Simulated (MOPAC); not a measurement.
MOPAC input (PM7):

```
PM7 PRECISE GNORM=0.05 LET XYZ CHARGE=1 GEO-OK AUX(PRECISION=9) THREADS=1
C3H7O

C    -1.53987489 1    0.03915439 1    0.09174102 1
C    -0.36193975 1   -0.37539377 1   -0.77845974 1
C     0.96532681 1   -0.11600465 1   -0.24776119 1
O     1.20764649 1    0.42101830 1    0.86771278 1
H    -1.54887711 1   -0.49308341 1    1.04573096 1
H    -1.55404977 1    1.11655263 1    0.27192710 1
H    -2.47047873 1   -0.20749115 1   -0.41510041 1
H    -0.37059478 1    0.09573811 1   -1.77631676 1
H    -0.36563074 1   -1.44897971 1   -1.03372118 1
H     1.86558377 1   -0.37963425 1   -0.80217097 1
H     0.40180237 1    0.66221553 1    1.37482849 1
```

Output:

```
 *******************************************************************************
 **                                                                           **
 **                              MOPAC v23.2.5                                **
 **                                                                           **
 *******************************************************************************
 ** MOPAC's Digital Object Identifier: https://doi.org/10.5281/zenodo.6511958 **
 **                                                                           **
 ** Please cite the open-source release paper for use of this MOPAC version:  **
 ** J. E. Moussa and J. J. P. Stewart (2026)                                  **
 ** MOPAC: An open-source semiempirical molecular orbital program             **
 ** J. Open Source Softw., 11(119), 8025, https://doi.org/10.21105/joss.08025 **
 *******************************************************************************

                              PM7 CALCULATION RESULTS

 *******************************************************************************
 *  PM7        - The PM7 Hamiltonian to be used
 *  GEO-OK     - OVERRIDE INTERATOMIC DISTANCE AND OTHER SAFETY CHECKS
 *
 *
 *
 *                 CHARGE ON SYSTEM = +1
 *
 *
 *
 *  LET        - OVERRIDE SOME SAFETY CHECKS
 *  PRECISE    - TIGHTER CRITERIA TO BE USED
 *  XYZ        - CARTESIAN COORDINATE SYSTEM TO BE USED
 *  GNORM      - EXIT WHEN GRADIENT NORM DROPS BELOW 0.050
 *  AUX        - OUTPUT AUXILIARY INFORMATION
 *******************************************************************************
PM7 PRECISE GNORM=0.05 LET XYZ CHARGE=1 GEO-OK AUX(PRECISION=9) THREADS=1
 C3H7O

   ATOM   CHEMICAL          X               Y               Z
  NUMBER   SYMBOL      (ANGSTROMS)     (ANGSTROMS)     (ANGSTROMS)

     1       C         -1.53987489  *   0.03915439  *   0.09174102  *
     2       C         -0.36193975  *  -0.37539377  *  -0.77845974  *
     3       C          0.96532681  *  -0.11600465  *  -0.24776119  *
     4       O          1.20764649  *   0.42101830  *   0.86771278  *
     5       H         -1.54887711  *  -0.49308341  *   1.04573096  *
     6       H         -1.55404977  *   1.11655263  *   0.27192710  *
     7       H         -2.47047873  *  -0.20749115  *  -0.41510041  *
     8       H         -0.37059478  *   0.09573811  *  -1.77631676  *
     9       H         -0.36563074  *  -1.44897971  *  -1.03372118  *
    10       H          1.86558377  *  -0.37963425  *  -0.80217097  *
    11       H          0.40180237  *   0.66221553  *   1.37482849  *

          CARTESIAN COORDINATES

    NO.       ATOM           X           Y           Z

     1         C         -1.5399      0.0392      0.0917
     2         C         -0.3619     -0.3754     -0.7785
     3         C          0.9653     -0.1160     -0.2478
     4         O          1.2076      0.4210      0.8677
     5         H         -1.5489     -0.4931      1.0457
     6         H         -1.5540      1.1166      0.2719
     7         H         -2.4705     -0.2075     -0.4151
     8         H         -0.3706      0.0957     -1.7763
     9         H         -0.3656     -1.4490     -1.0337
    10         H          1.8656     -0.3796     -0.8022
    11         H          0.4018      0.6622      1.3748

 General Reference for PM7:
 "Optimization of Parameters for Semiempirical Methods VI: More Modifications to the
 NDDO Approximations and Re-optimization of Parameters", J. J. P. Stewart, J. Mol. Mod., 1:32, 19 (2013)
 https://link.springer.com/article/10.1007/s00894-012-1667-x

           Empirical Formula: C3 H7 O  =    11 atoms

      MOLECULAR POINT GROUP   :   Cs

      RHF CALCULATION, NO. OF DOUBLY OCCUPIED LEVELS = 12

          Geometry optimization using EF

          DIAGONAL MATRIX USED AS START HESSIAN

 CYCLE:     1  GRAD.:    68.912 HEAT:  137.0180
 CYCLE:     2  GRAD.:   171.364 HEAT:  141.7656
 CYCLE:     3  GRAD.:   281.315 HEAT:  149.9143
 CYCLE:     4  GRAD.:   202.935 HEAT:  147.6193
 CYCLE:     5  GRAD.:   164.514 HEAT:  139.2588
 CYCLE:     6  GRAD.:   324.372 HEAT:  152.0116
 CYCLE:     7  GRAD.:   175.097 HEAT:  143.7135
 CYCLE:     8  GRAD.:   111.199 HEAT:  137.5025
 CYCLE:     9  GRAD.:    99.095 HEAT:  135.6416
 CYCLE:    10  GRAD.:   132.137 HEAT:  140.3574
 CYCLE:    11  GRAD.:    67.397 HEAT:  134.3026
 CYCLE:    12  GRAD.:   113.973 HEAT:  136.6863
 CYCLE:    13  GRAD.:    59.115 HEAT:  134.0468
 CYCLE:    14  GRAD.:    95.331 HEAT:  135.9392
 CYCLE:    15  GRAD.:    15.950 HEAT:  132.8549
 CYCLE:    16  GRAD.:    36.754 HEAT:  133.2979
 CYCLE:    17  GRAD.:     4.820 HEAT:  132.7563
 CYCLE:    18  GRAD.:     7.459 HEAT:  132.7643
 CYCLE:    19  GRAD.:     0.474 HEAT:  132.7429
 CYCLE:    20  GRAD.:     0.425 HEAT:  132.7419
 CYCLE:    21  GRAD.:     0.532 HEAT:  132.7387
 CYCLE:    22  GRAD.:     0.276 HEAT:  132.7385
 CYCLE:    23  GRAD.:     0.548 HEAT:  132.7385
 CYCLE:    24  GRAD.:     0.248 HEAT:  132.7384
 CYCLE:    25  GRAD.:     0.096 HEAT:  132.7384
 CYCLE:    26  GRAD.:     0.165 HEAT:  132.7384
 CYCLE:    27  GRAD.:     0.064 HEAT:  132.7384
 CYCLE:    28  GRAD.:     0.027 HEAT:  132.7384

     GRADIENT =  0.02732 IS LESS THAN CUTOFF =  0.05000

 -------------------------------------------------------------------------------
 PM7 PRECISE GNORM=0.05 LET XYZ CHARGE=1 GEO-OK AUX(PRECISION=9) THREADS=1
 C3H7O

     GEOMETRY OPTIMISED USING EIGENVECTOR FOLLOWING (EF).
     SCF FIELD WAS ACHIEVED

                              PM7 CALCULATION
                                                       MOPAC v23.2.5 Linux

          FINAL HEAT OF FORMATION =        132.73836 KCAL/MOL =     555.37728 KJ/MOL

          COSMO AREA              =        101.86 SQUARE ANGSTROMS
          COSMO VOLUME            =         86.07 CUBIC ANGSTROMS

          GRADIENT NORM           =          0.02732          =       0.00824 PER ATOM
          IONIZATION POTENTIAL    =         17.643553 EV
          HOMO LUMO ENERGIES (EV) =        -17.644 -6.753
          NO. OF FILLED LEVELS    =         12
          MOLECULAR WEIGHT        =         59.0877         POINT GROUP:  Cs

          MOLECULAR DIMENSIONS (Angstroms)

            Atom       Atom       Distance
            H    10    H     7     4.42907
            H    11    H     9     3.38897
            H     8    H     5     2.28136

          SCF CALCULATIONS        =         29

   ATOM   CHEMICAL          X               Y               Z
  NUMBER   SYMBOL      (ANGSTROMS)     (ANGSTROMS)     (ANGSTROMS)

     1       C         -1.50049930  *   0.03974146  *   0.09270511  *
     2       C         -0.34960886  *  -0.38652633  *  -0.80172282  *
     3       C          0.97043927  *  -0.11945972  *  -0.25496273  *
     4       O          1.19010397  *   0.42589406  *   0.87796374  *
     5       H         -1.53219837  *  -0.49594489  *   1.05282981  *
     6       H         -1.53740391  *   1.12396790  *   0.27408400  *
     7       H         -2.47826755  *  -0.19126527  *  -0.38129369  *
     8       H         -0.46073752  *   0.08495459  *  -1.82674069  *
     9       H         -0.45570188  *  -1.48210367  *  -1.07340984  *
    10       H          1.93103865  *  -0.36073283  *  -0.76329017  *
    11       H          0.36477531  *   0.69534691  *   1.44399394  *

                             CARTESIAN COORDINATES

   1    C       -1.500499304     0.039741458     0.092705107
   2    C       -0.349608858    -0.386526334    -0.801722816
   3    C        0.970439270    -0.119459718    -0.254962728
   4    O        1.190103966     0.425894058     0.877963740
   5    H       -1.532198371    -0.495944890     1.052829805
   6    H       -1.537403905     1.123967899     0.274084002
   7    H       -2.478267548    -0.191265272    -0.381293694
   8    H       -0.460737521     0.084954591    -1.826740694
   9    H       -0.455701877    -1.482103671    -1.073409837
  10    H        1.931038646    -0.360732834    -0.763290172
  11    H        0.364775308     0.695346907     1.443993938

           Empirical Formula: C3 H7 O  =    11 atoms

      MOLECULAR POINT GROUP   :   Cs

                  EIGENVALUES
 -38.93970 -33.95125 -30.27072 -26.83389 -23.93516 -22.83887 -22.03764 -20.13057
 -19.75990 -18.92555 -17.88230 -17.64355  -6.75340  -4.41912  -2.94462  -2.09014
  -1.34804  -1.10502  -0.80357   0.21653   0.56700   0.62024   1.85698

              NET ATOMIC CHARGES AND DIPOLE CONTRIBUTIONS

  ATOM NO.   TYPE          CHARGE      No. of ELECS.   s-Pop       p-Pop
    1          C          -0.459184        4.4592     1.04968     3.40950
    2          C          -0.400149        4.4001     1.06562     3.33453
    3          C           0.447246        3.5528     1.20577     2.34698
    4          O          -0.255947        6.2559     1.82880     4.42715
    5          H           0.172542        0.8275     0.82746
    6          H           0.172542        0.8275     0.82746
    7          H           0.209567        0.7904     0.79043
    8          H           0.247843        0.7522     0.75216
    9          H           0.247848        0.7522     0.75215
   10          H           0.222507        0.7775     0.77749
   11          H           0.395184        0.6048     0.60482
 DIPOLE           X         Y         Z       TOTAL
 POINT-CHG.     0.882    -0.573    -1.198     1.595
 HYBRID        -0.102     0.184     0.384     0.438
 SUM            0.780    -0.389    -0.815     1.193

          ATOMIC ORBITAL ELECTRON POPULATIONS

     Atom    s        px        py        pz
    1  C   1.04968   1.09401   1.18075   1.13475
    2  C   1.06562   0.98020   1.21062   1.14371
    3  C   1.20577   1.05460   0.54418   0.74820
    4  O   1.82880   1.51830   1.56276   1.34609
    5  H   0.82746
    6  H   0.82746
    7  H   0.79043
    8  H   0.75216
    9  H   0.75215
   10  H   0.77749
   11  H   0.60482

 **********************
 *                    *
 * JOB ENDED NORMALLY *
 *                    *
 **********************

 == MOPAC DONE ==
```

The dipole moment of an ion depends on the origin.

The geometry given is a B3LYP-D3(BJ)/def2-TZVP minimum.
